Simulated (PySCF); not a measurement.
Job file and geometry (Å, from GFN2-xTB) of an NMR shielding run on SMILES C#C[P@H+]([BH2-]C#N)CCC, C6H11BNP, GIAO PBE0/pcSseg-1 NMR shielding, non-relativistic, gas phase (PySCF 2.14.0, density-fitted response routines); density fitting, a coarse starting grid and PySCF grid level 2 are the driver's defaults:

```
$ OMP_NUM_THREADS=1 python probes_run.py task.json out

{"job": {"kind": "nmr", "xc": "PBE0", "basis": "pcSseg-1"}, "charge": 0, "multiplicity": 1}
C     -2.600183    -2.682782     0.653997
C     -1.820472    -1.768121     0.613621
P     -0.792906    -0.346705     0.517262
B     -1.757752     1.302086     0.302135
C     -0.664034     2.397677     0.355776
N      0.143567     3.214034     0.398194
C      0.383559    -0.850436    -0.806990
C      1.487214     0.176807    -1.052793
C      2.331627     0.416822     0.190907
H     -3.259738    -3.500638     0.698411
H     -0.047699    -0.555636     1.673427
H     -2.278273     1.231448    -0.770831
H     -2.520232     1.382604     1.214646
H      0.812099    -1.822462    -0.543742
H     -0.218777    -0.979825    -1.713372
H      1.045983     1.124333    -1.368054
H      2.121878    -0.184826    -1.866010
H      1.745682     0.936949     0.948191
H      2.696479    -0.523329     0.602446
H      3.186832     1.042680    -0.050255
```

Task: What does the program print?

Result: 
```
coarse grid: 17112 points
cycle   1  E = -655.4246317832  dE =  1.022e+00  |g| = 5.721e-01  |ddm| = 4.049e+00
cycle   2  E = -655.3752350004  dE =  4.940e-02  |g| = 7.653e-01  |ddm| = 1.384e+00
cycle   3  E = -655.4993248328  dE = -1.241e-01  |g| = 2.594e-01  |ddm| = 7.369e-01
cycle   4  E = -655.5145272823  dE = -1.520e-02  |g| = 4.294e-02  |ddm| = 1.933e-01
cycle   5  E = -655.5148896140  dE = -3.623e-04  |g| = 1.468e-02  |ddm| = 3.950e-02
cycle   6  E = -655.5149329423  dE = -4.333e-05  |g| = 7.291e-03  |ddm| = 1.738e-02
cycle   7  E = -655.5149459283  dE = -1.299e-05  |g| = 1.881e-03  |ddm| = 6.286e-03
cycle   8  E = -655.5149467892  dE = -8.608e-07  |g| = 3.307e-04  |ddm| = 1.634e-03
final grid: 160472 points
cycle   9  E = -655.5698182986  dE = -5.088e-05  |g| = 8.497e-03  |ddm| = 4.800e-02
cycle  10  E = -655.5698156382  dE =  2.660e-06  |g| = 9.246e-03  |ddm| = 1.614e-02
cycle  11  E = -655.5698371697  dE = -2.153e-05  |g| = 1.091e-03  |ddm| = 8.419e-03
cycle  12  E = -655.5698374269  dE = -2.572e-07  |g| = 5.326e-04  |ddm| = 1.229e-03
cycle  13  E = -655.5698374836  dE = -5.669e-08  |g| = 1.830e-04  |ddm| = 4.110e-04
cycle  14  E = -655.5698374912  dE = -7.632e-09  |g| = 3.073e-05  |ddm| = 1.767e-04
cycle  15  E = -655.5698374915  dE = -2.344e-10  |g| = 8.958e-06  |ddm| = 4.221e-05
converged SCF energy = -655.5698374915

GIAO shielding tensors (ppm)
atom      isotropic    diamagn.    paramagn.     s11        s22        s33       span
  0 C       81.437     259.439    -178.002      1.078      5.068    238.164    237.086
  1 C      109.922     267.870    -157.948     10.989     21.894    296.883    285.894
  2 P      395.140     967.341    -572.201    342.731    382.706    459.983    117.252
  3 B      148.708     187.388     -38.681    143.813    147.036    155.274     11.462
  4 C       53.771     261.391    -207.620    -66.856    -61.784    289.954    356.810
  5 N      -69.299     338.217    -407.516   -264.022   -234.633    290.758    554.779
  6 C      152.004     256.213    -104.209    131.078    154.633    170.300     39.221
  7 C      166.058     249.598     -83.541    160.088    166.141    171.945     11.857
  8 C      169.647     250.737     -81.090    158.167    169.434    181.340     23.173
  9 H       29.326      33.568      -4.243     24.260     24.388     39.329     15.068
 10 H       26.038      30.156      -4.118     21.441     26.100     30.571      9.130
 11 H       29.901      27.452       2.449     26.837     29.283     33.583      6.746
 12 H       29.823      26.294       3.529     25.830     29.464     34.174      8.344
 13 H       29.415      32.683      -3.268     24.480     28.969     34.796     10.316
 14 H       29.295      32.604      -3.309     24.828     28.361     34.697      9.869
 15 H       29.051      33.135      -4.084     25.279     27.730     34.143      8.864
 16 H       29.853      30.458      -0.605     24.224     28.020     37.315     13.091
 17 H       30.077      33.299      -3.222     25.576     30.238     34.416      8.840
 18 H       31.082      31.251      -0.169     27.195     29.014     37.037      9.842
 19 H       30.220      29.247       0.973     25.850     26.836     37.975     12.125
```

Size and cost of the density-fitted run: 215 basis functions, 39 s wall time on 1 thread of an Arm Neoverse V1, shared host; peak memory 1 GiB.
